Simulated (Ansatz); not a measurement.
Ideal-gas functions of AlFH$_{4}$SSi, SMILES `[F][AlH][S][SiH3]` at 800 K and 1 bar, from an Ansatz frequency run at PBE0-D4/def2-TZVP.

Molar mass 110.16 g/mol, point group Cs (symmetry number 1), electronic degeneracy 1, moments of inertia 50.265, 330.915, 375.271 u Å². Harmonic wavenumbers (cm⁻¹, unscaled): 47, 61, 131, 195, 463, 486, 519, 630, 641, 665, 850, 928, 936, 952, 1994, 2228, 2243, 2246.

Use S(trans) = R[1.5 ln M + 2.5 ln T − 1.1517]; rotational temperatures θ = 24.2544 K / I; S(rot) = R[ln(√π/σ · √(T³/θAθBθC)) + 1.5]; for each mode x = 1.438777 ν̃/T, S = R[x/(eˣ − 1) − ln(1 − e⁻ˣ)] and H = RT x/(eˣ − 1); 1 cm⁻¹ = 0.0119627 kJ/mol; R = 8.31446 J/(mol·K).

**Question.** By hand: the entropy, in J/(mol·K).

**Answer.** Translation 188.0. Rotation: θ = 0.4825, 0.0733, 0.0646 K, giving 125.9. Vibration, mode by mode: 28.86, 26.69, 20.35, 17.07, 10.07, 9.69, 9.18, 7.71, 7.58, 7.30, 5.55, 4.96, 4.90, 4.79, 1.08, 0.77, 0.75, 0.75, in all 168.1. Electronic 0.0. Sum 482.0 J/(mol·K).

**Question.** By hand: H − E and G − E in kJ/mol, counted from the electronic energy.

**Answer.** Zero-point energy ½ × 16215 × 0.0119627 = 97.0; thermal vibration 59.7; translation, rotation and pV give 4 RT = 26.6. H − E = 183.3 kJ/mol, and G − E = 183.3 − 800 × 482.0/1000 = -202.3 kJ/mol.

Vibration gives 35 % of the entropy, 75.9 J/(mol·K) of it from the modes under 150 cm⁻¹: soft modes count most, and the harmonic formula is weakest for them. The sum counts one conformer and one mirror image; others add a mixing term.
